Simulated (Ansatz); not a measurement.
A nudged elastic band was laid between two geometries of CH5ClGe (8 atoms, charge 0, multiplicity 1).

These are results of RHF/def2-SVP (Ansatz), not measurements.

| Property | Result |
| --- | --- |
| movable images | 9 |
| climbing image | yes |
| spring | 5.0 eV/Å² |
| optimiser | quadratic models (default) |
| start path | through a guess of the saddle point |
| force threshold | 0.05 eV/Å |
| iteration limit | 60 |
| end points | relaxed |

Image 0:

```xyz
8
Properties=species:S:1:pos:R:3
Ge 0.189 0.064 0.164
H -0.040 -0.119 1.665
H 1.684 0.148 -0.149
C -0.809 1.569 -0.562
H -1.874 1.446 -0.366
H -0.473 2.500 -0.101
H -0.659 1.638 -1.640
Cl -0.544 -1.753 -0.797
```

Image 10:

```xyz
8
Properties=species:S:1:pos:R:3
Ge -1.472 -0.117 0.440
H 2.212 -0.039 1.456
H 2.389 0.259 0.793
C -1.117 1.510 -0.644
H -1.927 1.644 -1.369
H -1.056 2.400 -0.014
H -0.189 1.400 -1.210
Cl -1.366 -1.564 -1.237
```

(1) Which bonds break or form, and what moves?

(2) What energy profile does the band end with?

(3) What is the geometry of the highest image?

Results:

(1) Bonds broken: Ge1–H2, Ge1–H3. Bonds formed: H2–H3. CH5ClGe becomes CH3ClGe + H2.

(2) The run converged. The highest image is number 4 of 0 to 10, 79.9 kcal/mol above the first end and 45.3 kcal/mol above the last; the last end lies 34.6 kcal/mol above the first. Neighbouring images differ by up to 1.5 eV, so the band resolves the path poorly. A vibrational analysis at the climbing image gives one clearly imaginary mode, 1704i cm⁻¹: a first-order saddle point. The orbitals stay closed-shell, which can raise the energy where a bond breaks towards radicals; this wasn't checked here.

| image | path coordinate (Å) | energy (kcal/mol) | Ge1–H2 (Å) | Ge1–H3 (Å) | H2–H3 (Å) |
| --- | --- | --- | --- | --- | --- |
| 0 | 0.00 | 0.0 | 1.53 | 1.53 | 2.52 |
| 1 | 0.39 | 3.0 | 1.53 | 1.52 | 2.37 |
| 2 | 0.78 | 18.0 | 1.51 | 1.51 | 2.02 |
| 3 | 1.17 | 51.8 | 1.50 | 1.57 | 1.60 |
| 4 | 1.55 | 79.9 | 1.55 | 1.74 | 1.20 |
| 5 | 2.09 | 45.1 | 1.97 | 2.14 | 0.78 |
| 6 | 2.63 | 37.0 | 2.54 | 2.63 | 0.75 |
| 7 | 3.17 | 35.2 | 3.05 | 3.05 | 0.75 |
| 8 | 3.71 | 34.8 | 3.39 | 3.34 | 0.75 |
| 9 | 4.25 | 34.6 | 3.60 | 3.61 | 0.75 |
| 10 | 4.79 | 34.6 | 3.82 | 3.90 | 0.75 |

(3) 
```xyz
8
Properties=species:S:1:pos:R:3
Ge -0.395 -0.053 0.416
H 0.863 -0.072 1.327
H 1.313 0.266 0.269
C -0.890 1.560 -0.590
H -1.975 1.650 -0.594
H -0.466 2.431 -0.091
H -0.528 1.507 -1.614
Cl -0.449 -1.795 -0.907
```

The run took 3.2 min on 1 thread of Intel(R) Xeon(R) Platinum 8488C (Sapphire Rapids), on a shared host, peak memory 0.19 GiB.
